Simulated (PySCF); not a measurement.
Fe(NH2)2 holds Fe(II), d6, at total charge 0. The structure is a PBE0-D3(BJ)/def2-TZVP geometry optimised for multiplicity 5; coordination linear, point group D2h, metal–donor distances 1.86 Å.

```
7

Fe    0.000    0.000    0.000
N     0.000    0.000    1.856
H    -0.818   -0.004    2.445
H     0.818    0.004    2.445
N     0.000    0.000   -1.856
H    -0.818   -0.004   -2.445
H     0.818    0.004   -2.445
```

Method (PySCF 2.14, density fitting): CASSCF(6,5) with orbitals averaged over all microstates of the shell, strongly contracted NEVPT2 on the averaged canonical orbitals; basis x2c-TZVPall on the metal, x2c-SVPall elsewhere; spin-free X2C; gas phase; spin-orbit coupling by state interaction with the mean-field operator over all roots.

Problem. What is the ground state?

Solution. 5Ag (S = 2, orbital degeneracy 1), orbital occupations from the lowest 2.0 1.0 1.0 1.0 1.0, by NEVPT2, but only 186 cm⁻¹ below 5B1g, which doesn't decide their order.

Problem. List the excited states of the same spin.

Solution. By NEVPT2: 5B1g at 186 cm⁻¹; 5B2g at 3171 cm⁻¹; 5Ag at 4798 cm⁻¹; 5B3g at 12255 cm⁻¹ (816 nm). All are electric-dipole forbidden at this geometry.

Problem. Which is the lowest state of another spin?

Solution. 3B1g at 15649 cm⁻¹ by NEVPT2; CASSCF alone puts it at 19912 cm⁻¹ above the same ground state.

Problem. What ligand-field parameters describe the result?

Solution. At CASSCF level (the NEVPT2 levels don't fit a ligand-field model well): orbital energies 0, 108, 2450, 7109, 8968 cm⁻¹; B = 1054 cm⁻¹; C = 4094 cm⁻¹; B over its free-ion value at the same level 0.892; rms of the fit 374 cm⁻¹; ζ = 388 cm⁻¹ (free ion 412).

Problem. What are the magnetic parameters?

Solution. Degenerate or low-lying orbital states mix with the ground state, so no spin-only Hamiltonian applies. The lowest spin-orbit level is 1-fold; the next lies at 0.0 cm⁻¹. The two lowest states form a pseudo-doublet split by 0.018 cm⁻¹ with g_z = 11.85. μeff is 6.19 μB at 300 K and 5.98 μB at 10 K; the spin-only value is 4.90 μB.

5B1g (186 cm⁻¹) lies within 300 cm⁻¹ of 5Ag at NEVPT2 level, inside the method's error: their order is undecided, and g values and low-temperature moments can hang on it. Gaps between spin states lean to high spin in this active space.

The job took 6.2 s on one thread of Arm Neoverse V2 (shared host), with 96 basis functions, launched as `OMP_NUM_THREADS=1 python lf_run.py task.json out`.
